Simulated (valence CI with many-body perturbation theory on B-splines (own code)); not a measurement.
The numbers below are computed, except where a source is named.
## Run record, La⁸⁺

The program does CI of the valence electrons with many-body perturbation theory for a frozen closed Dirac-Fock core.

Command, and the settings that its task file holds:

```sh
python run_cv.py task.json out
```

```
atom La  Z=57  mass_number=139  rms_radius_fm=4.8550
core [Kr] 4d10 5s1
valence 5s2 5p1
avg = 1
basis = S
breit = 1
cap = 10000
capref = 1200
cscale = 1
de = 0.0
dress = 0
eps = 2e-08
extrap = 1
h = 0.27
hh = 1
l2 = 3
lcore = 6
maxit = 60
n2 = 5
natural = 1
nlev = 21
nno = [2, 2, 3, 3, 2]
nroot = 26
nsp = [3, 3, 2, 2, 0]
pt2 = 1
qed = 1
rpa = 1
s1 = 1
s2 = 1
s3 = 1
screen = 1
tol = 2e-05
whole = 1
```

Task: What became of the run, and why?

Result: It gave no result: the perturbation theory needs a core of closed shells. The program said: "the core must hold closed shells only".
